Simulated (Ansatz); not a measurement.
A run for Ansatz (a quantum-chemistry and plane-wave program): R-wB97M-V/def2-TZVPP on F2Zn (SMILES [F][Zn][F]), atoms moved off the minimum.

Ansatz 0.2 input:
```yaml
crystal:
  periodic: [false, false, false]
  atoms:
    - {symbol: Zn, position_ang: [-0.03368496, 0.03554694, 0.13598659]}
    - {symbol: F, position_ang: [0.01539603, 0.01363029, 1.76366411]}
    - {symbol: F, position_ang: [-0.10187255, -0.12683316, -1.60195647]}
basis:
  gaussian:
    orbitals: def2-TZVPP
hamiltonian:
  xc: {name: wB97M-V}
scf: {lower_state_search: off}
output: {forces: true}
```

Output:

```
WARN ansatz: RAYON_NUM_THREADS=1 ignored (pool sized by the plan → 1); use --threads N
Functional definition: wB97M-V
these checks for a lower state are left out or cut short: stability, starts, cluster_reference, orbital_swaps, neighbouring_geometries, increment
integrals: 0.06 GiB planned
848 factors; their error is unknown
integrals: 0.10 GiB planned
122 factors; integrals over basis functions are off by at most 4.6e-5 eV
mean field: 0.54 GiB planned
mean field evaluation 1: about -53848.8108 eV, gradient 5.9e1 eV
mean field evaluation 2: about -53845.0777 eV, gradient 9.1e1 eV
mean field evaluation 4: about -53853.4711 eV, gradient 2.9e0 eV
mean field evaluation 8: about -53853.4799 eV, gradient 9.4e-2 eV
mean field evaluation 16: about -53853.5372 eV, gradient 2.3e-5 eV
mean field -53853.53720484 eV, -1979.0809890393 hartree, gradient 3.3e-6 eV, S^2 0.000000; 0 other end points of the search recorded, 0 dependent functions left out
the calculation of the forces begins
reference -53853.53725931 eV, -1979.0809910409 hartree; 24, 24 occupied and 102, 102 virtual orbitals, 848 factors
Total energy: -53853.53725931 eV, -1979.0809910409 hartree
Atom 0 at    -0.033685     0.035547     0.135987 Å, force    -0.144085    -0.223657    -3.996628 eV/Å
Atom 1 at     0.015396     0.013630     1.763664 Å, force     0.122654     0.077451     3.708730 eV/Å
Atom 2 at    -0.101873    -0.126833    -1.601956 Å, force     0.021430     0.146206     0.287897 eV/Å
Dipole moment:     0.010865     0.094303     0.091207 e Å
Checks for a lower state left out: stability, starts, cluster_reference, orbital_swaps, neighbouring_geometries, increment
```

The calculation finished and met its thresholds.

Cost: around 4 core-seconds (rough).
